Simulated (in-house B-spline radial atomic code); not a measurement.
Values are calculated unless marked as measured or tabulated.
**Weak and strong correlation along the adiabatic connection**

Two-electron singlets in several external potentials (atomic units), by full CI in B-splines with partial waves to l = 8 (correlation energies up to 0.6 % small). The repulsion is scaled by λ at fixed density; W(λ) is the mean repulsion less the Hartree energy, W(0) = E_x, and the area under W from 0 to 1 is E_xc.

Relative drop (W(λ) − E_x)/E_x:

```
                            system  λ = 0.12  λ = 0.25  λ = 0.4  λ = 0.6  λ = 0.8   λ = 1
                    −Z/r, Z = 1.12    0.0268    0.0523   0.0779   0.1068   0.1309  0.1514
 −Z exp(−kr)/r, Z = 7.62, k = 3.14    0.0029    0.0060   0.0095   0.0142   0.0187  0.0231
−Z/r, Z = 0.531, wall at 8.85 bohr    0.0425    0.0789   0.1121   0.1463   0.1727  0.1936
−Z exp(−kr)/r, Z = 2.35, k = 0.508    0.0098    0.0199   0.0310   0.0448   0.0576  0.0696
   ω²r²/2 − Z/r, ω = 0.479, Z = -1    0.0320    0.0619   0.0911   0.1231   0.1489  0.1701
−V exp(−r²/w²), V = 2.61, w = 3.03    0.0197    0.0390   0.0589   0.0823   0.1024  0.1201
                     −Z/r, Z = 1.7    0.0136    0.0274   0.0421   0.0602   0.0765  0.0914
```

Q: Order the systems by how far second-order (GL2) theory, half the initial slope (estimated from the first points of each curve), overshoots the correlation energy, least first.
A. −Z exp(−kr)/r, Z = 2.35, k = 0.508
B. −Z/r, Z = 1.12
C. −Z/r, Z = 0.531, wall at 8.85 bohr
D. −Z/r, Z = 1.7
E. −Z exp(−kr)/r, Z = 7.62, k = 3.14
F. −V exp(−r²/w²), V = 2.61, w = 3.03
G. ω²r²/2 − Z/r, ω = 0.479, Z = -1

A: E (GL2/E_c = 1.04), A (GL2/E_c = 1.13), D (GL2/E_c = 1.18), F (GL2/E_c = 1.28), B (GL2/E_c = 1.37), G (GL2/E_c = 1.43), C (GL2/E_c = 1.66).

Q: What else changes along this order?

A: The ratio follows the bend of the curve. With it the leading natural occupation goes from 1.999 to 1.870 and −T_c/E_c from 0.96 to 0.62 between the first and the last.
